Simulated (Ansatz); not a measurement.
Geometry optimisation, RKS PBE0/6-31G (Ansatz).

The input (input.yaml):

```yaml
crystal:
  periodic: [false, false, false]
  atoms:
    - { symbol: "N", position_ang: [2.4958, -1.0721, -1.2726] }
    - { symbol: C, position_ang: [1.5817, 0.0475, -0.779] }
    - { symbol: Si, position_ang: [0.329, -0.5749, 0.4889] }
    - { symbol: O, position_ang: [-0.422, -1.8884, -0.0644] }
    - { symbol: Si, position_ang: [-1.1255, 1.1703, 0.9516] }
    - { symbol: "N", position_ang: [-2.5773, 1.0141, 0.0796] }
    - { symbol: H, position_ang: [1.8981, -1.786, -1.6468] }
    - { symbol: H, position_ang: [3.0226, -1.4185, -0.5242] }
    - { symbol: H, position_ang: [2.2182, 0.8534, -0.3059] }
    - { symbol: H, position_ang: [1.0497, 0.4883, -1.6024] }
    - { symbol: H, position_ang: [1.0828, -0.9882, 1.7509] }
    - { symbol: H, position_ang: [-1.1295, -1.7001, -0.7399] }
    - { symbol: H, position_ang: [-1.6004, 1.1995, 2.3709] }
    - { symbol: H, position_ang: [-0.5844, 2.5057, 0.624] }
    - { symbol: H, position_ang: [-3.1312, 1.832, 0.1896] }
    - { symbol: H, position_ang: [-3.1304, 0.2948, 0.524] }
basis:
  gaussian: { orbitals: "6-31G" }
hamiltonian:
  xc: pbe0
relax:
  f_tol: 0.02
  max_steps: 50
```

Launched with:

```bash
$ ansatz run input.yaml --threads 2 --pin off --max-ram 3072MiB --backend cpu --events-out ev --progress --plain --runs-dir out
```

Q: Where does it end, and by what steps?

A: The forces met the threshold. Limits of this set-up: no polarisation functions. After 19 steps the energy has fallen by 1.263 eV; H15 moved furthest, 0.84 Å.

| step | energy less start (eV) | largest force component (eV/Å) | accepted |
| --- | --- | --- | --- |
| 0 | 0.0000 | 3.451 | yes |
| 1 | -0.8547 | 1.772 | yes |
| 2 | -1.0940 | 1.402 | yes |
| 3 | -1.1506 | 0.613 | yes |
| 4 | -1.1790 | 0.196 | yes |
| 5 | -1.1925 | 0.125 | yes |
| 6 | -1.2131 | 0.284 | yes |
| 7 | -1.2251 | 0.283 | yes |
| 8 | -1.2373 | 0.419 | yes |
| 9 | -1.2430 | 0.570 | yes |
| 10 | -1.2526 | 0.295 | yes |
| 11 | -1.2562 | 0.268 | yes |
| 12 | -1.2577 | 0.172 | yes |
| 13 | -1.2612 | 0.123 | yes |
| 14 | -1.2618 | 0.029 | yes |
| 15 | -1.2617 | 0.065 | no |
| 16 | -1.2621 | 0.023 | yes |
| 17 | -1.2624 | 0.029 | yes |
| 18 | -1.2625 | 0.031 | yes |
| 19 | -1.2626 | 0.014 | yes |

```xyz
16
Properties=species:S:1:pos:R:3
N 2.470 -1.152 -1.250
C 1.959 0.048 -0.592
Si 0.381 -0.366 0.433
O -0.625 -1.309 -0.639
Si -1.183 1.333 0.983
N -2.717 0.542 0.486
H 1.782 -1.626 -1.822
H 2.968 -1.790 -0.645
H 2.741 0.482 0.040
H 1.715 0.801 -1.351
H 0.777 -1.219 1.618
H -1.545 -0.973 -0.709
H -1.169 1.842 2.407
H -1.058 2.526 0.072
H -3.425 1.068 -0.005
H -3.095 -0.230 1.017
```

Whether the end is a true minimum wasn't checked by a vibrational analysis.

Time of the run: 83 s on 2 threads of Arm Neoverse V1 (shared host), peak memory 0.21 GiB.
